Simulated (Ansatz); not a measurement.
A run for Ansatz (a quantum-chemistry and plane-wave program): R-r2SCAN/def2-TZVPPD on F2H2Si (SMILES F[SiH2]F) with ghost functions. Files ending in .json are basis or fitting sets from the Basis Set Exchange.

Ansatz 0.2 input:
```yaml
crystal:
  periodic: [false, false, false]
  atoms:
    - {symbol: F, position_ang: [0.65694701, 0.01640740, -1.45081416]}
    - {symbol: Si, position_ang: [0.07944110, -0.38767010, -0.02733471]}
    - {symbol: F, position_ang: [0.64957417, 0.69041230, 1.02424819]}
    - {symbol: H, position_ang: [-1.38179289, -0.26436893, -0.04829726]}
    - {symbol: H, position_ang: [0.60583874, -1.70358573, 0.34950397]}
basis:
  gaussian:
    orbitals: def2-TZVPPD.json
    ghost_atoms:
      - {symbol: F, position_ang: [-0.35665686, -0.02499772, 3.43294004]}
      - {symbol: H, position_ang: [0.12072743, 0.45350659, 2.79338406]}
hamiltonian:
  xc: {name: r2SCAN}
scf: {lower_state_search: off}
```

Problem. Predict the final total energy.

Solution. -490.5009 hartree.

Problem. How many basis functions does it have, and what does it roughly cost on one machine?

Solution. 219 functions; around 6 core-seconds (rough).
